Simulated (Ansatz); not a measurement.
p-cresol (C7H8O), singlet, geometry from GFN2-xTB; Ansatz (an electronic-structure program) with HF/def2-SVP.

Here is a job for Ansatz.
Ansatz 0.2 input:
```yaml
crystal:
  periodic: [false, false, false]
  atoms:
    - {symbol: C, position_ang: [-2.83485466, 0.11645217, 0.39917449]}
    - {symbol: C, position_ang: [-1.35119902, 0.04253937, 0.19543320]}
    - {symbol: C, position_ang: [-0.48079655, 0.69822704, 1.05464705]}
    - {symbol: C, position_ang: [0.88746555, 0.65034956, 0.85778854]}
    - {symbol: C, position_ang: [1.41233797, -0.06087735, -0.21302987]}
    - {symbol: O, position_ang: [2.75310773, -0.13806513, -0.44684273]}
    - {symbol: C, position_ang: [0.54999479, -0.72197732, -1.08106165]}
    - {symbol: C, position_ang: [-0.81332749, -0.66596930, -0.87292005]}
    - {symbol: H, position_ang: [-3.32025483, -0.78818912, 0.04028342]}
    - {symbol: H, position_ang: [-3.07584159, 0.25269851, 1.45093519]}
    - {symbol: H, position_ang: [-3.24713136, 0.96147983, -0.15374877]}
    - {symbol: H, position_ang: [-0.87489984, 1.25504510, 1.89283045]}
    - {symbol: H, position_ang: [1.55226643, 1.16616706, 1.53910024]}
    - {symbol: H, position_ang: [3.22889816, 0.36194627, 0.22698678]}
    - {symbol: H, position_ang: [0.96800090, -1.27300046, -1.90846528]}
    - {symbol: H, position_ang: [-1.47362327, -1.18409113, -1.55337055]}
basis:
  gaussian:
    orbitals: def2-SVP
hamiltonian:
  xc: hf
accuracy: high
```

Question: What does Ansatz print? Leave out banner, timings and long lists.

Answer: 
```
Functional definition: HF
3776 factors; integrals over basis functions are off by at most 1.2e-8 eV
mean field evaluation 1: about -9365.7130 eV, gradient 3.9e1 eV
mean field evaluation 2: about -9365.7265 eV, gradient 3.9e1 eV
mean field evaluation 4: about -9370.0084 eV, gradient 4.9e0 eV
mean field evaluation 8: about -9370.0744 eV, gradient 2.9e-4 eV
mean field -9370.07436663 eV, -344.3438817091 hartree, gradient 3.0e-8 eV, S^2 0.000000; 0 other end points of the search recorded, 0 dependent functions left out
reference -9370.07436663 eV, -344.3438817091 hartree; 29, 29 occupied and 123, 123 virtual orbitals, 3776 factors
Total energy: -9370.07436663 eV, -344.3438817091 hartree
```
